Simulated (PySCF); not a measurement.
A series of substituents X on one scaffold: SiH2Cl-X. Gas-phase values, no solvent. One relaxed conformer stands for each flexible species; it need not be the lowest. Strings in code marks are SMILES.

The four lowest singlet excitations (Tamm–Dancoff). Method: PBE-D3(BJ)/def2-TZVP // PBE0-D4/def2-TZVP run with PySCF. Excitations are Tamm–Dancoff values on a coarser integration grid. The basis has no diffuse functions, so Rydberg states are missing or too high.

| state | energy (eV) | wavelength (nm) | oscillator strength |
|---|---|---|---|
| S1 | 5.88 | 211 | 0.013 |
| S2 | 6.29 | 197 | 0.002 |
| S3 | 6.63 | 187 | 0.014 |
| S4 | 6.89 | 180 | 0.097 |

### Question
Name which member gives these states.
A. `NC(=O)[SiH2]Cl` (O–C–Si–Cl torsion 180°)
B. `[SiH3][SiH2]Cl`
C. `B[SiH2]Cl`
D. `C[S@@](=O)[SiH2]Cl` (O–S–Si–Cl torsion 174°)

### Answer
B, `[SiH3][SiH2]Cl`
